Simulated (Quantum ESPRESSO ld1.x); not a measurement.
Neutral osmium, configuration [Xe] 4f14 5d5.75 6s2 7s0.25 (fractional occupations, a model configuration).

All-electron calculation, scalar-relativistic Kohn-Sham, LDA (Slater exchange, Perdew-Wang correlation), spin-polarised, spherical densities, point nucleus; open shells are filled with parallel spins first. Program: ld1.x of Quantum ESPRESSO 7.5.

Energy parts (Ry):
total: -34488.091
kinetic: 38225.187
electron-nucleus: -85490.785
Hartree: 13434.250
exchange-correlation: -656.743

Orbitals (lengths in bohr, moments of r in powers of bohr; <r^-3> diverges for s and p1/2; r(max) is where P^2 peaks):
| orbital | occ. | eigenvalue (Ry) | <r^-3> | <1/r> | r(max) |
|---|---|---|---|---|---|
| 1s up | 1 | -5425.77 | - | 90.44 | 0.011 |
| 1s down | 1 | -5425.77 | - | 90.44 | 0.011 |
| 2s up | 1 | -945.145 | - | 21.17 | 0.064 |
| 2s down | 1 | -945.129 | - | 21.17 | 0.064 |
| 2p up | 3 | -823.265 | 21890 | 19.05 | 0.052 |
| 2p down | 3 | -823.251 | 21890 | 19.05 | 0.052 |
| 3s up | 1 | -220.008 | - | 7.841 | 0.179 |
| 3s down | 1 | -220.001 | - | 7.841 | 0.179 |
| 3p up | 3 | -184.231 | 4930 | 7.208 | 0.177 |
| 3p down | 3 | -184.222 | 4930 | 7.208 | 0.177 |
| 3d up | 5 | -144.211 | 625.6 | 6.802 | 0.144 |
| 3d down | 5 | -144.198 | 625.6 | 6.802 | 0.144 |
| 4s up | 1 | -46.4801 | - | 3.347 | 0.404 |
| 4s down | 1 | -46.4632 | - | 3.347 | 0.404 |
| 4p up | 3 | -34.7417 | 1164 | 3.033 | 0.424 |
| 4p down | 3 | -34.7247 | 1164 | 3.033 | 0.424 |
| 4d up | 5 | -20.1730 | 127.5 | 2.706 | 0.434 |
| 4d down | 5 | -20.1524 | 127.5 | 2.707 | 0.434 |
| 5s up | 1 | -6.93040 | - | 1.336 | 0.913 |
| 5s down | 1 | -6.80012 | - | 1.344 | 0.913 |
| 4f up | 7 | -3.97832 | 22.91 | 2.238 | 0.404 |
| 5p up | 3 | -3.94473 | 180.7 | 1.128 | 1.03 |
| 4f down | 7 | -3.94461 | 23.03 | 2.244 | 0.404 |
| 5p down | 3 | -3.78419 | 184.1 | 1.135 | 1.03 |
| 5d up | 5 | -0.65996 | 9.699 | 0.7461 | 1.35 |
| 6s up | 1 | -0.59457 | - | 0.4481 | 2.40 |
| 6s down | 1 | -0.49911 | - | 0.4228 | 2.48 |
| 5d down | 0.75 | -0.48829 | 9.375 | 0.7296 | 1.35 |
| 6p up | 0 | -0.18162 | 10.83 | 0.3029 | 3.28 |
| 6p down | 0 | -0.14287 | 8.022 | 0.2749 | 3.56 |
| 7s up | 0.25 | -0.05761 | - | 0.1179 | 9.00 |
| 7s down | 0 | -0.04741 | - | 0.1114 | 9.52 |
| 6d up | 0 | -0.00698 | 0.01987 | 0.07360 | 13.6 |
| 6d down | 0 | -0.00311 | 0.01753 | 0.06651 | 14.8 |

The highest occupied level is 7s up at -0.784 eV. The configuration is held as typed, so some empty levels lie below it. Summed over all electrons, <r^2> = 93.54 bohr^2, which gives a Langevin (diamagnetic) susceptibility term of -74.1 x 10^-6 cm^3/mol. The density falls to 0.001 e/bohr^3 at r = 4.52 bohr.
